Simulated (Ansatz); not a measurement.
C2H5AlCl2, SMILES `C[CH2][Al]([Cl])[Cl]`, 10 atoms. Total charge 0; spin multiplicity 1. All runs use 4 threads of an Intel Xeon Platinum 8259CL on a shared host. Correlated methods freeze the cores.

Question: Give the basis size and wall time and peak host memory of each of these runs in Ansatz. RKS r2SCAN-D4/def2-TZVPP energy and forces; RKS LC-ωPBE/def2-TZVPP energy; direct RPA on PBE orbitals/def2-TZVPP energy; RHF-CCSD(T)/def2-SVP energy; RHF-CCSD(T)/def2-TZVPP energy; RKS B2PLYP (frozen core)/def2-TZVPP energy; RKS ωB97M-V/def2-SVP energy; RKS PBE0-D4/def2-QZVPP energy; RHF-MP2/def2-QZVPP energy; RKS PBE0-D4/def2-TZVP frequencies; RKS PBE0-D4/def2-TZVP relaxation (5 steps); RKS PBE0-D4/def2-SVP energy. (An estimate is asked.)

Answer: Ansatz gave: Other jobs shared the machine, so times are rough.

```
                                level                   job  functions  wall time  peak host memory (GiB)
                 RKS PBE0-D4/def2-SVP                energy        107      1.2 s                    0.48
               RKS LC-ωPBE/def2-TZVPP                energy        258        3 s                    0.53
                 RHF-CCSD(T)/def2-SVP                energy        107      3.4 s                    0.48
                 RKS ωB97M-V/def2-SVP                energy        107      4.5 s                    0.48
             RKS r2SCAN-D4/def2-TZVPP     energy and forces        258      5.5 s                    0.41
  RKS B2PLYP (frozen core)/def2-TZVPP                energy        258      5.5 s                    0.69
direct RPA on PBE orbitals/def2-TZVPP                energy        258        6 s                    0.61
               RKS PBE0-D4/def2-QZVPP                energy        474       11 s                       2
                   RHF-MP2/def2-QZVPP                energy        474       26 s                     2.8
                RKS PBE0-D4/def2-TZVP  relaxation (5 steps)        203       26 s                    0.61
               RHF-CCSD(T)/def2-TZVPP                energy        258       91 s                     5.5
                RKS PBE0-D4/def2-TZVP           frequencies        203    3.2 min                    0.63
```

LC-ωPBE has ω = 0.4 bohr⁻¹.
